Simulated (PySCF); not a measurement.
A side-by-side comparison of computed properties.

First species: C₄H₆N₂S.
SMILES: `CCc1cnsn1`

Second species: C7H13F2N.
SMILES with atom numbers: `[CH3:1][CH:2]([CH3:3])[N:4]([CH3:5])[CH2:6][CH:7]=[C:8]([F:9])[F:10]` (hydrogens: H11, H12, H13 on C1; H14 on C2; H15, H16, H17 on C3; H18, H19, H20 on C5; H21, H22 on C6; H23 on C7)

Structure used (GFN2-xTB), in Å, numbered top down from 1:
```
atom  x, y, z in Å
C1    -1.7586   -0.9598   -1.3841
C2    -1.4238   -0.4990    0.0356
C3    -2.0754    0.8577    0.3322
N4     0.0183   -0.5485    0.2540
C5     0.3980   -0.6632    1.6456
C6     0.7787    0.4951   -0.4097
C7     2.1982    0.0488   -0.5920
C8     3.2482    0.7656   -0.2530
F9     3.2208    1.9831    0.2858
F10    4.5150    0.3866   -0.4133
H11   -2.8253   -1.1518   -1.4649
H12   -1.4955   -0.2074   -2.1235
H13   -1.2195   -1.8753   -1.6102
H14   -1.8454   -1.2372    0.7274
H15   -3.1566    0.7639    0.2796
H16   -1.8121    1.2020    1.3295
H17   -1.7620    1.6081   -0.3895
H18   -0.1361   -1.4961    2.0987
H19    0.1951    0.2474    2.2297
H20    1.4666   -0.8694    1.7005
H21    0.3472    0.6580   -1.3999
H22    0.7623    1.4496    0.1418
H23    2.3571   -0.9313   -1.0103
```

Levels: PBE0/pcSseg-1 for dipole moment, HOMO energy, LUMO energy and HOMO–LUMO gap; GFN2-xTB for rotational constant A and rotational constant C. Geometries: GFN2-xTB. Each species is one conformer at its optimised geometry, gas phase, non-relativistic unless stated; the electronic structure was computed with PySCF and density fitting.

Dipoles, sizes and rotational constants follow the conformer. The torsions of the flexible species, by atom-mapped SMILES:
- `[CH3:1][CH2:2][c:3]1[cH:4][n:5][s:6][n:7]1`: C1–C2–C3–C4 73°
- `[CH3:1][CH:2]([CH3:3])[N:4]([CH3:5])[CH2:6][CH:7]=[C:8]([F:9])[F:10]`: C1–C2–N4–C5 -156°, C2–N4–C6–C7 -157°, N4–C6–C7–C8 -130°

Values for the first species:

```
Dipole moment         : 2.10 D
HOMO energy           : -7.73 eV
LUMO energy           : -1.36 eV
HOMO–LUMO gap         : 6.37 eV
Rotational constant A : 5.988 GHz
Rotational constant C : 1.327 GHz
```

(1) Estimate the same properties for the second species, and the change in each.

## Answers

(1) 
| property | first | second | second less first |
| --- | --- | --- | --- |
| dipole moment | 2.10 D | 1.90 D | -0.20 D |
| HOMO energy | -7.73 eV | -6.19 eV | +1.54 eV |
| LUMO energy | -1.36 eV | 0.73 eV | +2.09 eV |
| HOMO–LUMO gap | 6.37 eV | 6.92 eV | +0.55 eV |
| rotational constant A | 5.988 GHz | 2.666 GHz | -3.322 GHz |
| rotational constant C | 1.327 GHz | 0.553 GHz | -0.774 GHz |

On the first: A dipole of 2.10 D is allowed in C1, and pure rotational transitions are dipole-allowed. In atomic units the dipole is 0.83 e·bohr (1 au = 2.5417 D).

On the second: The dipole equals about 6.3 × 10⁻³⁰ C·m (1 D = 3.33564 × 10⁻³⁰ C·m). A dipole of 1.90 D is allowed in C1, and pure rotational transitions are dipole-allowed.
